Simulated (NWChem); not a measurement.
A series in which one site is exchanged, each optimised at PBE0/def2-SVP with NWChem, gas phase unless a solvent is named. All stand in one matching conformer (torsions within 35°), which need not be the lowest. For some, no frequency run checked for a minimum. def2 effective core potentials on In; no spin-orbit coupling.

A: BO[SiH3] (BSiH5O; site = B)
B: [AlH2][O][SiH3] (AlSiH₅O; site = Al)
C: [SiH3][O][GaH2] (GaSiH5O; site = Ga)
D: [SiH3][O][InH2] (InSiH5O; site = In)

Values for A:

| Property | Result |
|---|---|
| orbital gap (eV), PBE0/def2-SVP | 7.92 |
| vertical ionisation energy, ΔSCF, PBE0/def2-SVP (eV) | 10.76 |
| static polarisability, PBE0/def2-SVPD (bohr³) | 46.3 |
| lowest singlet excitation, PBE0/def2-SVPD, TDA (eV) | 5.86 |

How do these values change for the other members?


```json
[
 {"change from A": "orbital gap (eV), PBE0/def2-SVP", "B": "-0.86", "C": "-1.09", "D": "-1.76"},
 {"change from A": "vertical ionisation energy, ΔSCF, PBE0/def2-SVP (eV)", "B": "-0.61", "C": "-0.12", "D": "-0.90"},
 {"change from A": "static polarisability, PBE0/def2-SVPD (bohr³)", "B": "+12.3", "C": "+14.0", "D": "+22.2"},
 {"change from A": "lowest singlet excitation, PBE0/def2-SVPD, TDA (eV)", "B": "-0.30", "C": "-0.46", "D": "-0.92"}
]
```
